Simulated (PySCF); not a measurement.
Computed properties of C2HBF2, SMILES C#CB(F)F

B(CCH)(F)2 (C₂HBF₂), SMILES B(F)(C#C)F. Geometry optimised at PBE0-D3(BJ)/def2-SVP. The values are those of a single conformer. All values are computed for the isolated molecule unless a solvent is named; none is compared with measurement here.

**Structure.** The optimised structure has C2v symmetry. All 12 harmonic modes at PBE0-D3(BJ)/def2-SVP (PySCF) are real, so it is a minimum. With heavy atoms numbered as in [B:1]([C:2]#[CH:3])([F:5])[F:6], the shortest bond between them is C2–C3 at 1.215 Å and the longest B1–C2 at 1.527 Å.

**Vibrations.** The strongest infrared lines (harmonic, unscaled, degenerate partners summed) lie at 1334 cm⁻¹ (492 km/mol, B 73 %, F 21 %), 1456 cm⁻¹ (354 km/mol, B 74 %, F 25 %), 2215 cm⁻¹ (131 km/mol, C 89 %, H 10 %). The softest mode is at 172 cm⁻¹ and the zero-point energy is 18.3 kcal/mol.

**Electronic structure.** CAM-B3LYP/def2-TZVPD (PySCF) places the frontier levels at -10.27 and -0.45 eV, a gap of 9.82 eV, and gives a dipole moment of 1.98 D and a mean polarisability of 36.3 bohr³.

**Excitations.** TDDFT-M06-2X/def2-SVPD (PySCF) has S1 at 5.06 eV (245 nm, f = 0.000, dark); the most intense of the 9 singlets computed lies at 9.23 eV (f = 0.77). T1 (TDA) is at 4.83 eV. No vertical singlet excitation falls in the visible range (under 3.1 eV).

**NMR.** GIAO shifts at HF/pcSseg-1 (PySCF) (non-relativistic, atoms alike by connectivity averaged): ¹³C from 79.6 to 107.5 ppm against TMS; ¹H at 3.4 ppm against TMS; ¹⁹F at -53.8 ppm against CFCl3; ¹¹B at 5.3 ppm against BF3.
